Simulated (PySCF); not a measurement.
Compound: C5H7NO.
Z-matrix (Å and degrees, GFN2-xTB geometry), rows numbered from 1:
```
C 
C   1  1.3279
C   2  1.4606  1  128.06
C   3  1.3369  2  120.64  1   179.86
N   3  1.4037  2  116.41  1    -0.17
C   5  1.3536  3  128.12  2   179.81
O   6  1.2029  5  127.62  3     0.04
H   1  1.0785  2  124.26  3     0.04
H   1  1.0760  2  120.82  3   179.99
H   2  1.0811  1  118.71  3  -179.99
H   4  1.0753  3  120.40  2    -0.01
H   4  1.0731  3  121.90  2  -179.99
H   5  1.0087  3  114.66  2    -0.11
H   6  1.1090  5  110.41  3  -179.95
```

Method: PySCF 2.14.0, density-fitted response routines, TDDFT wB97X-D/def2-SVPD, vertical, gas phase, core orbitals frozen in the response.

Relations used (vacuum, state to state): A = 0.6670 f ν̃² s⁻¹ (ν̃ in cm⁻¹); τ = 1/A; f = (2/3) ΔE |μ|² in atomic units; ∫σ dE = 109.76 f Mb·eV.

These lifetimes count emission to the ground state at the vertical energy alone; relaxation of the geometry and all other decay channels are left out.

Energies and rates of the computed singlets with f of 0.002 or more:

```csv
state,ν̃ (cm⁻¹),A (s⁻¹)
S2,44280,3.94×10⁸
S3,51090,3.98×10⁸
S4,53080,5.58×10⁶
S5,53950,5.47×10⁸
S7,57970,1.52×10⁷
S8,61560,1.31×10⁸
```

**Question.** Go back from the rates to the oscillator strengths and transition dipoles.

**Answer.** f = A / (0.6670 ν̃²), and |μ| follows from f:

```csv
state,f,|μ| (D),τ,"main configurations (H = HOMO, L = LUMO)"
S2,0.301,3.80,2.5 ns,H→L (94%)
S3,0.228,3.08,2.5 ns,H→L+1 (96%)
S4,0.0030,0.34,180 ns,H→L+2 (90%)
S5,0.282,3.33,1.8 ns,H-2→L (94%)
S7,0.0068,0.50,66 ns,H→L+3 (84%)
S8,0.052,1.34,7.7 ns,"H-2→L+2 (45%), H→L+4 (45%)"
```

**Question.** What is the integrated cross-section of all computed states together?

**Answer.** Σf = 0.874 over S1 to S8, so 109.76 × Σf ≈ 96 Mb·eV.

**Question.** Suppose S2 emitted 0.3 eV lower with the same transition dipole. How would A change?

**Answer.** At fixed |μ|, A goes as the cube of the energy: (5.19/5.49)³ = 0.84, which makes τ about 3 ns.

**Question.** By what factor does the largest A in the list exceed the smallest?

**Answer.** S5 has 98 times the rate of S4.

One conformer stands for the species.
